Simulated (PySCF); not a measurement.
Run record: geometry optimisation, `N#C[SiH2][AsH][SiH3]`.

Method: PBE0-D3(BJ)/def2-SVP geometry optimisation, gas phase (PySCF 2.14.0). Start geometry: GFN2-xTB. The command runs a driver script over a list of jobs; the input below is this job's line of settings and its coordinates in Å.

Command:
```bash
OMP_NUM_THREADS=1 python probes_run.py task.json out
```

Input:
```
{"job": {"xc": "PBE0", "basis": "def2-SVP", "d3": "d3bj", "grid": 1, "shake": 0.01, "kind": "geom"}, "charge": 0, "multiplicity": 1}
N     -2.014760     2.466100     0.062880
C     -1.885070     1.352190     0.025580
Si    -1.543550    -0.477890    -0.090310
As     0.420170    -0.632450    -1.398750
Si     1.893660     0.176550     0.171160
H     -1.463900    -0.908260     1.320530
H     -2.711940    -1.060710    -0.705440
H      0.620240    -2.067910    -0.999170
H      3.264960    -0.082270    -0.251170
H      1.745160    -0.420730     1.525570
H      1.713150     1.629550     0.323460
```

Output:
```
step   0  E = -2910.16821167  max force = 0.104161
step   1  E = -2910.17567054  max force = 0.012381
step   2  E = -2910.17612177  max force = 0.003108
step   3  E = -2910.17614758  max force = 0.000413
step   4  E = -2910.17615289  max force = 0.000639
step   5  E = -2910.17616302  max force = 0.000668
step   6  E = -2910.17618076  max force = 0.001168
step   7  E = -2910.17621134  max force = 0.001349
step   8  E = -2910.17624044  max force = 0.000954
step   9  E = -2910.17626671  max force = 0.000374
step  10  E = -2910.17627119  max force = 0.000189
optimisation converged
```

Energies in Eh; «max force» is the largest Cartesian gradient component in Eh/bohr.

Q: How much energy does the optimisation release, in kcal/mol?

A: E(step 0) − E(last step) = 0.008060 Eh, which is 5.1 kcal/mol.

Main results: final energy -2910.17627 Eh after 10 steps; dipole 3.47 D.

On one thread, Arm Neoverse V1 (aarch64), no GPU (shared host), this took 76 s wall and 0.53 GiB of memory at its peak.
Labels such as C1 count atoms from 1, the log's own numbers from 0.
